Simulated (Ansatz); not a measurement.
Input file for C6H16F2HfN2 (`CC[N](C)[Hf]([F])([F])[N](C)CC`):

```yaml
crystal:
  periodic: [false, false, false]
  atoms:
    - {symbol: C, position_ang: [-1.525783, -2.447758, -0.105006]}
    - {symbol: C, position_ang: [-2.387440, -1.352821, 0.492213]}
    - {symbol: N, position_ang: [-1.965582, -0.034807, 0.076705]}
    - {symbol: C, position_ang: [-2.762472, 1.016227, 0.671883]}
    - {symbol: Hf, position_ang: [-0.437984, 0.402159, -1.185470]}
    - {symbol: F, position_ang: [-0.593839, 2.236792, -1.755638]}
    - {symbol: F, position_ang: [-0.293277, -0.781979, -2.706097]}
    - {symbol: N, position_ang: [1.260077, 0.229747, -0.100055]}
    - {symbol: C, position_ang: [1.510706, -0.148227, 1.266597]}
    - {symbol: C, position_ang: [2.454967, 0.519207, -0.873146]}
    - {symbol: C, position_ang: [3.193588, 1.780204, -0.451942]}
    - {symbol: H, position_ang: [-0.474467, -2.326818, 0.180213]}
    - {symbol: H, position_ang: [-1.845648, -3.428066, 0.251876]}
    - {symbol: H, position_ang: [-1.586463, -2.458915, -1.196770]}
    - {symbol: H, position_ang: [-2.352411, -1.417547, 1.591447]}
    - {symbol: H, position_ang: [-3.439482, -1.519444, 0.212769]}
    - {symbol: H, position_ang: [-2.700489, 0.994568, 1.768931]}
    - {symbol: H, position_ang: [-3.823067, 0.924277, 0.399167]}
    - {symbol: H, position_ang: [-2.424506, 2.002958, 0.341128]}
    - {symbol: H, position_ang: [1.954841, 0.663646, 1.856904]}
    - {symbol: H, position_ang: [0.575867, -0.429298, 1.755778]}
    - {symbol: H, position_ang: [2.195005, -1.008043, 1.325766]}
    - {symbol: H, position_ang: [3.138885, -0.343258, -0.839900]}
    - {symbol: H, position_ang: [2.176644, 0.620048, -1.935453]}
    - {symbol: H, position_ang: [2.534152, 2.649162, -0.512596]}
    - {symbol: H, position_ang: [3.563647, 1.703072, 0.572426]}
    - {symbol: H, position_ang: [4.054551, 1.954933, -1.101753]}
basis:
  gaussian: {orbitals: def2-TZVPP}
correlation: {method: ccsd_t}
output: {orbitals: {seedname: orbitals}}
```

```sh
$ ansatz run in.yaml --threads 11 --pin off --events-out ev --progress --plain --max-ram 174080MiB --backend cuda --devices 0, --max-vram 75GiB
```

Log, shortened:

```
Functional definition: HF
3520 factors; integrals over basis functions are off by at most 1.2e-3 eV
mean field evaluation 1: about -16104.0915 eV, gradient 7.1e1 eV
mean field evaluation 2: about -16104.5456 eV, gradient 7.1e1 eV
mean field evaluation 4: about -16115.3887 eV, gradient 7.0e0 eV
mean field evaluation 8: about -16115.5705 eV, gradient 4.0e-1 eV
mean field evaluation 16: about -16115.5714 eV, gradient 1.3e-6 eV
mean field -16115.57143890 eV, -592.2363268528 hartree, gradient 1.3e-6 eV, S^2 0.000000; 0 other end points of the search recorded, 0 dependent functions left out
10 core orbitals not correlated: weight in the atoms' cores, before any rotation towards them, 1.000 or more for the frozen orbitals, at most 0.000 for the correlated occupied ones
reference -16115.57143890 eV, -592.2363268528 hartree; 38, 38 occupied and 542, 542 virtual orbitals, 3520 factors
second order -62.99280180 eV of doubles, -0.00000000 eV of singles
cycle   1  -62.92042630 eV  change    7.2e-2 eV  update   1.9e-1
cycle   2  -64.33718492 eV  change    -1.4e0 eV  update   6.8e-2
cycle   3  -64.77041247 eV  change   -4.3e-1 eV  update   3.5e-2
cycle   4  -64.75768867 eV  change    1.3e-2 eV  update   9.5e-3
cycle   5  -64.74501590 eV  change    1.3e-2 eV  update   4.3e-3
cycle   6  -64.74787218 eV  change   -2.9e-3 eV  update   1.7e-3
cycle   7  -64.74774629 eV  change    1.3e-4 eV  update   6.0e-4
cycle   8  -64.74730142 eV  change    4.4e-4 eV  update   2.5e-4
cycle   9  -64.74740885 eV  change   -1.1e-4 eV  update   8.5e-5
cycle  10  -64.74749252 eV  change   -8.4e-5 eV  update   3.4e-5
perturbative correction -2.56535537 eV, -0.0942750709 hartree
Total energy: -16182.88428678 eV, -594.7100283863 hartree
```

Hardware: 11 threads of an AMD EPYC 7R13 on a shared host and a whole NVIDIA H100 80 GB. Wall time 88 s, peak host memory 3.4 GiB.

MP2 recovers 93.6 % of the CCSD(T) correlation energy and the triples give 3.8 %; T1 = 0.0139.
